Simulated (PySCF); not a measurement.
## Two-component Hartree-Fock for C (carbon, neutral)

Start: [He] 2s1 2p3; 2s1/2 filled at m_j = +1/2; 2p3/2 filled at m_j = -1/2, +1/2, +3/2. Calculated with PySCF 2.14 in x2c-TZVPall-2c (5s3p2d1f, 31 functions): generalised Hartree-Fock with the X2C-1e Hamiltonian and a Gaussian nucleus; one run each with spin-orbit coupling (SO) switched off, then screened by Boettger's factors. This is a chosen level, not necessarily the ground level.

```json
{"spinor shell": "1s1/2", "electrons": "2", "ε, spin-free (eV)": "-307.20", "ε, screened SO (eV)": "-307.20", "weight of nominal j (screened SO)": "1.000", "rms radius, screened SO (bohr)": "0.312"}
{"spinor shell": "2s1/2", "electrons": "1", "ε, spin-free (eV)": "-25.621", "ε, screened SO (eV)": "-25.621", "weight of nominal j (screened SO)": "1.000", "rms radius, screened SO (bohr)": "1.67"}
{"spinor shell": "2p3/2", "electrons": "3", "ε, spin-free (eV)": "-13.030", "ε, screened SO (eV)": "-13.030", "weight of nominal j (screened SO)": "0.666", "rms radius, screened SO (bohr)": "1.87"}
```

| quantity | spin-free | screened SO |
| --- | --- | --- |
| E (hartree) | -37.61254 | -37.61254 |
| M_J | 2 | 2 |
| ⟨J²⟩ | 6.000 | 6.000 |
| ⟨L²⟩ | 0.000 | 0.000 |
| ⟨S²⟩ | 6.000 | 6.000 |

Each row is a mean over spinors that exchange with the open shell spreads, by up to 3.268 eV (1s1/2).

Rows whose weight is well below 1 are mixtures of j = l ± 1/2: exchange outweighs spin-orbit coupling there, and the label is only the starting occupation.

Without spin-orbit coupling the j labels of p, d and f shells carry no meaning; the spin-free column gives the mean over the occupied spinors of each nl shell.
